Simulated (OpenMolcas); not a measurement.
Exact exchange and the vertical ionisation energy of CH4ClFOSi

The species is CH4ClFOSi (9 atoms), meant as a singlet with charge 0. As SMILES, `C[Si](O)(F)Cl`. The shape is that of a PBE0-D4/def2-TZVP optimisation. This is one conformer, not always the lowest.

The vertical ionisation energy (to the doublet cation) y, in eV, basis def2-SVP; a is the functional's share of exact exchange. Programs: OpenMolcas 26.06.

```
functional     program     a  y (eV)
      TPSS  OpenMolcas     0   10.97
       PBE  OpenMolcas     0   10.86
     B3LYP  OpenMolcas   0.2   11.35
      PBE0  OpenMolcas  0.25       ?
     BHLYP  OpenMolcas   0.5   11.80
```

Question: Fit y = c + s·a to the known rows and predict PBE0.

Answer: 
1. Means of the 4 rows: a = 0.1750, y = 11.245.
2. Σ(Δa)² = 0.1675, Σ(Δa·Δy) = 0.2985, so the slope is 0.2985/0.1675 = 1.7821.
3. Intercept: 11.245 − (1.7821) × 0.1750 = 10.933. The largest residual of the fit is 0.073.
4. PBE0: 10.933 + (1.7821) × 0.25 = 11.38 eV.

The run gave 11.49 eV, so the prediction is off by -0.11 eV, more than the largest residual. The rows mix families of semi-local functionals, which the line can't see.
